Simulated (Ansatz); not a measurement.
**Question.** Predict a relaxed structure of Ca2O⁺, charge 1, doublet, at B3LYP-D4/def2-TZVP (Ansatz).

**Answer.** 
```xyz
3

Ca    1.5085   -1.2601   -0.3101
Ca   -1.5095    1.2592    0.3086
O     0.0010    0.0009    0.0015
```
Point group D∞h (tolerance 0.1 Å). This is one stationary point.

The structure comes from a short search, and lower isomers may exist.
